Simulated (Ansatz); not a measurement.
`[F][In]([F])[Cl]` + HI → `[F][In]([F])[I]` + HCl at 700 K and 1 bar (ligand exchange at the In–Cl bond).

Gas-phase electronic energies from Ansatz, PBE0-D4/def2-TZVP geometries. CCSD(T)/CBS is the MP2 limit (def2-TZVPP, def2-QZVPP) plus CCSD(T) − MP2 in def2-TZVPP, frozen cores. This one scheme is used for every species. Elements past krypton have def2 core potentials. For I, In outer-core shells are correlated without core-valence functions, which leaves a few kJ/mol of doubt a bond.

```tsv
species	CCSD(T)/CBS energy (Eh)	H − E (kJ/mol)	S (J/(mol·K))
`[F][In]([F])[Cl]`	-849.27843	60.1	394.7
HI	-298.03592	34.6	231.7
`[F][In]([F])[I]`	-686.94930	59.9	414.5
HCl	-460.38127	38.4	211.8
```

H − E and S are ideal-gas, rigid-rotor, harmonic terms from PBE0-D4/def2-TZVP. 1 Eh = 2625.50 kJ/mol, R = 8.31446 J/(mol·K).

By hand: ΔE, ΔH, ΔS and ΔG.

ΔE = (-686.94930) + (-460.38127) − (-849.27843) − (-298.03592) = -0.01622 Eh = -42.6 kJ/mol. Δ(H − E) = 59.9 + 38.4 − 60.1 − 34.6 = 3.6, so ΔH = -39.0 kJ/mol. ΔS = 414.5 + 211.8 − 394.7 − 231.7 = -0.1 J/(mol·K). ΔG = -39.0 − 700 × (-0.1)/1000 = -38.9 kJ/mol.

By hand: the equilibrium constant, and the temperature at which ΔG would vanish if ΔH and ΔS stayed fixed.

log₁₀ K = −ΔG/(RT ln 10) = 2.9. ΔG = 0 at ΔH/ΔS = 390000 K, far beyond where these terms or the molecules hold.

The number of gas molecules stays the same, so ΔS is small and ΔH decides. A doubt of 5 kJ/mol in ΔE shifts log₁₀ K by 0.4 here. These are equilibria of isolated gas molecules and say nothing of rates. Largest T1 diagnostic: 0.016 (customary marks: 0.02 for closed shells, 0.045 for open ones).
